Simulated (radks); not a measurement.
Results of a calculation; reference values are marked as such.
Initial-state core-level shifts of the promethium ion Pm3+ when its valence configuration changes from [Xe] 4f4. Level of theory: Dirac Kohn-Sham, PBE, spin-unpolarised, spherical densities, finite nucleus; open shells fill j = l - 1/2 first; Fermi nuclear charge, rms radius 4.962 fm (a radial shooting solver on a logarithmic mesh with Libxc functionals). Shifts are changes of the shell-averaged eigenvalues in eV (positive: less bound); the change of the density at the nucleus, which sets a Mossbauer isomer shift, is in e/bohr^3, on a base of 4.927e+05.

| valence | 1s | 2s | 3p | 3d | density at nucleus |
|---|---|---|---|---|---|
| 4f3 6p1 | -11.813 | -12.707 | -13.823 | -13.731 | +38.15 |
| 4f2 5d1 6p1 | -20.443 | -22.202 | -24.730 | -24.510 | +72.01 |
| 4f2 6p2 | -24.840 | -26.803 | -29.231 | -29.037 | +83.05 |
| 4f3 5d1 | -7.673 | -8.399 | -9.602 | -9.489 | +29.19 |
| 4f3.5 6p0.5 | -5.735 | -6.159 | -6.690 | -6.646 | +18.18 |
| 4f3 6s1 | -10.930 | -11.817 | -12.929 | -12.836 | +84.29 |
| 4f3.5 5d0.5 | -3.726 | -4.072 | -4.647 | -4.593 | +14.03 |
| 4f2 5d1 6s1 | -19.578 | -21.330 | -23.850 | -23.630 | +121.05 |
| 4f2 6s1 6p1 | -23.996 | -25.948 | -28.369 | -28.175 | +134.64 |
